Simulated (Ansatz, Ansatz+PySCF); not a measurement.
```xyz
4

Li    1.1079    0.0376   -0.0328
Li   -1.1099    0.0329   -0.0373
F     0.0167    1.3138    0.0420
F     0.0039   -1.3052   -0.0482
```

Basis set: def2-SVP (spherical functions). Frozen core: 2 orbitals. Charge 0, multiplicity 1.

Computed with Ansatz (development build ahead of 0.2.0); each method stands on the lowest determinant of its kind that the runs found. Restricted open shells among the atoms or ions are ROHF, correlated in semicanonical orbitals with singles. Restricted functionals stand beside restricted open-shell atoms, which can lie above the unrestricted atoms usual in DFT and then raise those values.

(1) Give the atomization energy at this shape (free ground-state atoms in the same class of orbitals less the molecule, no zero-point energy) of singlet Li₂F₂ by ωB97X (restricted), ωB97X (unrestricted), r²SCAN (restricted), r²SCAN (unrestricted), PBE0 (restricted), PBE0 (unrestricted), PBE (restricted), PBE (unrestricted), RHF-CCSD(T), RHF-CCSD, RHF-MP2, RHF, UHF.

Results:

(1)

```tsv
method	atomization energy
ωB97X (restricted)	14.59 eV
ωB97X (unrestricted)	14.51 eV
r²SCAN (restricted)	14.50 eV
r²SCAN (unrestricted)	14.38 eV
PBE0 (restricted)	14.20 eV
PBE0 (unrestricted)	14.11 eV
PBE (restricted)	14.72 eV
PBE (unrestricted)	14.66 eV
RHF-CCSD(T)	13.65 eV
RHF-CCSD	13.60 eV
RHF-MP2	14.12 eV
RHF	10.90 eV
UHF	10.70 eV
```
